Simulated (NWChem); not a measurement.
Everything below was run with NWChem. System: BN, charge 0, spin multiplicity 3, optimised in this run. The structure started from a generated list of species. Its SCF solution wasn't tested for a lower state. Level: UPBE0/def2-SVP.

Job file:

```
start mol
memory heap 200 mb stack 900 mb global 1100 mb
geometry units angstroms
  B      0.000000     0.000000     0.739917
  N      0.000000     0.000000    -0.528512
  symmetry group C2v
end
basis spherical
  * library def2-svp
end
dft
  xc pbe0
  odft
  mult 3
  semidirect memsize 60000000 filesize 0
  iterations 100
end
driver
  maxiter 80
end
task dft optimize
task dft freq
```

Part of the output:

```
             Northwest Computational Chemistry Package (NWChem) 7.3.0
             --------------------------------------------------------

                                NWChem Input Module
                                -------------------

 Scaling coordinates for geometry "geometry" by  1.889725989
 (inverse scale =  0.529177249)

 Turning off AUTOSYM since
 SYMMETRY directive was detected!

          ------
          auto-z
          ------

                             Geometry "geometry" -> ""
                             -------------------------

 Output coordinates in angstroms (scale by  1.889725989 to convert to a.u.)

  No.       Tag          Charge          X              Y              Z
 ---- ---------------- ---------- -------------- -------------- --------------
    1 B                    5.0000     0.00000000     0.00000000     0.73991692
    2 N                    7.0000     0.00000000     0.00000000    -0.52851208

 Effective nuclear repulsion energy (a.u.)      14.6016873747

            Nuclear Dipole moment (a.u.)
            ----------------------------
        X                 Y               Z
 ---------------- ---------------- ----------------
     0.0000000000     0.0000000000     0.0000000000

      Symmetry information
      --------------------

 Group name             C2v
 Group number             16
 Group order               4
 No. of unique centers     2

      Symmetry unique atoms

     1    2


 Summary of "ao basis" -> "" (spherical)
 ------------------------------------------------------------------------------
       Tag                 Description            Shells   Functions and Types
 ---------------- ------------------------------  ------  ---------------------
 *                          def2-svp                  on all atoms

                           NWChem Geometry Optimization
                           ----------------------------

 maximum gradient threshold         (gmax) =   0.000450
 rms gradient threshold             (grms) =   0.000300
 maximum cartesian step threshold   (xmax) =   0.001800
 rms cartesian step threshold       (xrms) =   0.001200
[...]
 Dependent rotation vector no.                    3
  found in ECKART; assuming linear geometry
 Projected Nuclear Hessian trans-rot subspace norm:3.0815D-33
                         (should be close to zero!)

          --------------------------------------------------------
          MASS-WEIGHTED PROJECTED HESSIAN (Hartree/Bohr/Bohr/Kamu)
          --------------------------------------------------------

               1            2            3            4            5            6
   ----- ----- ----- ----- -----
    1    0.00000D+00
    2    0.00000D+00  0.00000D+00
    3    1.31486D-22  1.87837D-23  5.60410D+01
    4    0.00000D+00 -1.04095D-24  6.66206D-23  0.00000D+00
    5    5.20474D-25  0.00000D+00  1.33241D-22  0.00000D+00  0.00000D+00
    6   -1.16586D-22 -1.87370D-23 -4.96906D+01  1.18143D-22  0.00000D+00  4.40598D+01

 center of mass
 --------------
 x =   0.00000000 y =   0.00000000 z =   0.05080785

 moments of inertia (a.u.)
 ------------------
          38.176093654433           0.000000000000           0.000000000000
           0.000000000000          38.176093654433           0.000000000000
           0.000000000000           0.000000000000           0.000000000000

 Rotational Constants
 --------------------
 A=   0.000000 cm-1  (  0.000000 K)
 B=   1.576908 cm-1  (  2.268768 K)
 C=   1.576908 cm-1  (  2.268768 K)

 Temperature                      =   298.15K
 frequency scaling parameter      =   1.0000

 Linear Molecule

 Zero-Point correction to Energy  =    2.324 kcal/mol  (  0.003703 au)
 Thermal correction to Energy     =    3.806 kcal/mol  (  0.006066 au)
 Thermal correction to Enthalpy   =    4.398 kcal/mol  (  0.007009 au)

 Total Entropy                    =   47.255 cal/mol-K
   - Translational                =   35.571 cal/mol-K (mol. weight =  25.0124)
   - Rotational                   =   11.676 cal/mol-K (symmetry #  =        1)
   - Vibrational                  =    0.007 cal/mol-K

 Cv (constant volume heat capacity) =    5.014 cal/mol-K
   - Translational                  =    2.979 cal/mol-K
   - Rotational                     =    1.986 cal/mol-K
   - Vibrational                    =    0.048 cal/mol-K


 ----------------------------------------------------------------------------
 Normal Eigenvalue ||    Projected Derivative Dipole Moments (debye/angs)
  Mode   [cm**-1]  ||      [d/dqX]             [d/dqY]           [d/dqZ]
 ------ ---------- || ------------------ ------------------ -----------------
    1       -0.000 ||       0.216               0.147            -0.000
    2        0.000 ||       0.447              -0.000             0.000
    3        0.000 ||       0.000               0.447            -0.000
    4        0.000 ||       0.207              -0.338            -0.000
    5        0.000 ||      -0.261              -0.146            -0.000
    6     1626.384 ||       0.000              -0.000             0.266
 ----------------------------------------------------------------------------

 ----------------------------------------------------------------------------
 Normal Eigenvalue ||           Projected Infra Red Intensities
  Mode   [cm**-1]  || [atomic units] [(debye/angs)**2] [(KM/mol)] [arbitrary]
 ------ ---------- || -------------- ----------------- ---------- -----------
    1       -0.000 ||    0.002955           0.068         2.881       5.212
    2        0.000 ||    0.008665           0.200         8.447      15.282
    3        0.000 ||    0.008666           0.200         8.448      15.283
    4        0.000 ||    0.006800           0.157         6.629      11.992
    5        0.000 ||    0.003870           0.089         3.773       6.825
    6     1626.384 ||    0.003065           0.071         2.988       5.406
 ----------------------------------------------------------------------------

 Task  times  cpu:        6.7s     wall:        6.7s

 Total times  cpu:        9.1s     wall:        9.1s
```
